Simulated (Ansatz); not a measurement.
The cluster AlSi3⁺. The state is a singlet with charge 1. Geometry PBE0-D4/def2-TZVP.

```xyz
4

Al   -0.5888   -0.5116   -1.0174
Si    0.4893    0.4108    0.8264
Si   -1.8322    1.0077    0.4500
Si    1.9317   -0.9068   -0.2589
```

The restricted singlet is unstable towards broken spin symmetry at other levels; at PBE-D4/def2-TZVP, r2SCAN-D4/def2-TZVP, r2SCANh-D4/def2-TZVP, PBE0-D4/def2-TZVP this wasn't settled. Another isomer (singlet) lies 1.37 eV lower at PBE0-D4/def2-TZVP; other spin states weren't run for this one.

(1) Estimate the orbital energies around the gap (eV) in Ansatz with PBE-D4/def2-TZVP, r2SCAN-D4/def2-TZVP, r2SCANh-D4/def2-TZVP, PBE0-D4/def2-TZVP.

Answers

(1) 
| orbital | PBE-D4/def2-TZVP | r2SCAN-D4/def2-TZVP | r2SCANh-D4/def2-TZVP | PBE0-D4/def2-TZVP |
| --- | --- | --- | --- | --- |
| HOMO−9 | -75.24 | -77.17 | -78.88 | -80.09 |
| HOMO−8 | -75.19 | -77.13 | -78.84 | -80.04 |
| HOMO−7 | -75.04 | -76.98 | -78.70 | -79.91 |
| HOMO−6 | -19.19 | -19.79 | -20.41 | -20.99 |
| HOMO−5 | -16.67 | -17.10 | -17.63 | -18.18 |
| HOMO−4 | -13.76 | -14.01 | -14.39 | -14.83 |
| HOMO−3 | -12.96 | -13.13 | -13.51 | -13.98 |
| HOMO−2 | -11.02 | -11.23 | -11.48 | -11.72 |
| HOMO−1 | -10.69 | -10.87 | -11.16 | -11.52 |
| HOMO | -10.06 | -10.19 | -10.46 | -10.82 |
| LUMO | -9.92 | -9.93 | -9.66 | -9.24 |
| LUMO+1 | -8.91 | -8.89 | -8.61 | -8.19 |
| LUMO+2 | -7.52 | -7.39 | -7.11 | -6.78 |
| LUMO+3 | -7.05 | -6.90 | -6.63 | -6.31 |
| LUMO+4 | -6.50 | -6.28 | -5.95 | -5.57 |
| LUMO+5 | -5.74 | -5.46 | -5.18 | -4.92 |
